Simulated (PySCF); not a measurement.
# [closo-1-(H2O)B12H11]-, charge -1

Geometry:
| atom | x (Å) | y (Å) | z (Å) |
| --- | --- | --- | --- |
| B1 | -1.125 | -0.632 | 0.147 |
| B2 | 0.126 | -0.799 | 1.333 |
| B3 | -1.148 | 0.940 | -0.575 |
| B4 | 1.679 | 0.935 | -0.290 |
| B5 | 0.207 | 1.797 | 0.144 |
| B6 | 0.991 | 0.728 | 1.316 |
| B7 | 1.245 | -0.457 | -1.275 |
| B8 | -0.757 | 0.732 | 1.150 |
| B9 | 1.629 | -0.667 | 0.438 |
| B10 | -0.499 | -0.461 | -1.462 |
| B11 | 0.284 | -1.539 | -0.280 |
| B12 | 0.367 | 1.065 | -1.456 |
| O13 | -2.541 | -1.429 | 0.349 |
| H14 | -3.243 | -0.869 | 0.717 |
| H15 | -2.445 | -2.235 | 0.881 |
| H16 | 0.001 | -1.483 | 2.329 |
| H17 | -2.169 | 1.496 | -0.928 |
| H18 | 2.784 | 1.552 | -0.464 |
| H19 | 0.196 | 3.036 | 0.297 |
| H20 | 1.557 | 1.176 | 2.332 |
| H21 | 2.006 | -0.887 | -2.173 |
| H22 | -1.505 | 1.135 | 2.018 |
| H23 | 2.670 | -1.250 | 0.807 |
| H24 | -1.067 | -0.906 | -2.443 |
| H25 | 0.282 | -2.746 | -0.424 |
| H26 | 0.476 | 1.766 | -2.489 |

Total charge -1.

Method used: GIAO BP86/def2-SVP magnetisability, rotational g tensor and spin-rotation constants, non-relativistic, gas phase in PySCF 2.14.0. Geometry: GFN2-xTB.

For an ion the centre-of-mass motion in the field is neglected.

Question: How diamagnetic is it, and how anisotropic?

Answer: Isotropic -2712 × 10⁻³⁰ J/T², or -163.3 × 10⁻⁶ cm³/mol; principal values -2802, -2679, -2653 × 10⁻³⁰ J/T², anisotropy 137 × 10⁻³⁰ J/T² (root of half the summed squared differences of the principal values). The susceptibility is in cgs units.

Question: Split it along the inertial axes a, b, c into diamagnetic and paramagnetic parts about the centre of mass, with the quadrupole moment.

Answer: 
| axis | χ (10⁻⁶ cm³/mol) | diamagnetic (10⁻⁶ cm³/mol) | paramagnetic (10⁻⁶ cm³/mol) | summed x² of all electrons (Å²) | quadrupole Θ (D Å) |
| --- | --- | --- | --- | --- | --- |
| a | -168.7 | -961.3 | 792.5 | 194.4 | +25.56 |
| b | -160.6 | -1305.4 | 1144.8 | 113.3 | -12.78 |
| c | -160.6 | -1305.4 | 1144.8 | 113.3 | -12.78 |

Anisotropies 2χaa − χbb − χcc = -16.3 and 2χbb − χaa − χcc = +8.2 × 10⁻⁶ cm³/mol. Θ is traceless in Buckingham's convention.

Question: And the rotational g tensor?

Answer: 
| axis | rotational constant (GHz) | g | nuclear part | electronic part |
| --- | --- | --- | --- | --- |
| a | 1.5769 | -0.0117 | 0.5754 | -0.5871 |
| b | 1.0571 | -0.0007 | 0.5678 | -0.5685 |
| c | 1.0557 | -0.0007 | 0.5671 | -0.5678 |

Prolate top; isotopes 11B, 1H, 16O; no vibrational averaging.
